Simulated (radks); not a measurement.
The numbers below are computed, except where a source is named.
Task: All-electron atom: Pb in [Hg] 6p2. Level of theory: Dirac Kohn-Sham, relativistic LDA (MacDonald-Vosko exchange, VWN5 correlation), spin-unpolarised, spherical densities, finite nucleus; open shells fill j = l - 1/2 first; Fermi nuclear charge, rms radius 5.5012 fm (a radial shooting solver on a logarithmic mesh with Libxc functionals). Some entries of the table are withheld. Estimate them.

orbital  occ.  eigenvalue (hartree)  r(max) (bohr)  <1/r> (bohr^-1)
1s1/2       2             -3207.212       0.009900            100.7
2s1/2       2             -573.8314        0.05765            24.92
2p1/2       2             -551.7124        0.04216            24.88
2p3/2       4             -472.3852        0.04984            19.91
3s1/2       2             -137.7839         0.1621            9.147
3p1/2       2                   (1)         0.1509            9.065
3p3/2       4                   (2)         0.1664            7.760
3d3/2       4             -93.16183         0.1290            7.667
3d5/2       6             -89.36743         0.1333            7.375
4s1/2       2             -31.12961         0.3640            3.890
4p1/2       2             -26.73240         0.3612            3.784
4p3/2       4             -22.38355         0.3928            3.329
4d3/2       4             -15.16582         0.3836              (3)
4d5/2       6             -14.34950         0.3933              (4)
5s1/2       2              -5.22168         0.7912            1.620
4f5/2       6              -4.96124         0.3471            2.696
4f7/2       8              -4.77639         0.3516            2.656
5p1/2       2              -3.71054         0.8287            1.498
5p3/2       4              -2.88951         0.9059            1.329
5d3/2       4              -0.80227          1.055            1.031
5d5/2       6              -0.70728          1.088           0.9895
6s1/2       2              -0.42055          1.977           0.5508
6p1/2       2              -0.15502          2.421           0.4177
6p3/2       0              -0.10350          2.804           0.3536
7s1/2       0              -0.01377            (5)           0.1490

Result: 
(1) 3p1/2 eigenvalue (hartree): -127.6764
(2) 3p3/2 eigenvalue (hartree): -109.9580
(3) 4d3/2 <1/r> (bohr^-1): 3.136
(4) 4d5/2 <1/r> (bohr^-1): 3.033
(5) 7s1/2 r(max) (bohr): 6.699
